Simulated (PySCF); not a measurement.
All values below come from B3LYP-D3(BJ)/def2-TZVP // TPSS-D3(BJ)/def2-SVP (PySCF). Isolated molecules, 0 K electronic values unless said otherwise. One relaxed conformer stands for a flexible species; it need not be the lowest. B3LYP has the VWN-RPA correlation part, as in Gaussian. 

Reference species: [Cd(OH)2] (neutral, multiplicity 1).

The charge on the central atom (Mulliken) is 0.87 e, the HOMO is -7.63 eV and the mean distance from the central atom to its bonded neighbours is 1.976 Å.

Changed species: [Cd(Cl)2] (0 of 2 Cl replaced by OH; the reference has 2 of 2 Cl replaced by OH).

Predict the effect on the charge on the central atom (Mulliken), HOMO and mean distance from the central atom to its bonded neighbours.

the charge on the central atom (Mulliken) decreases by 0.07 e, to 0.80 e; the HOMO decreases by 0.99 eV, to -8.62 eV; the mean distance from the central atom to its bonded neighbours increases by 0.313 Å, to 2.289 Å.
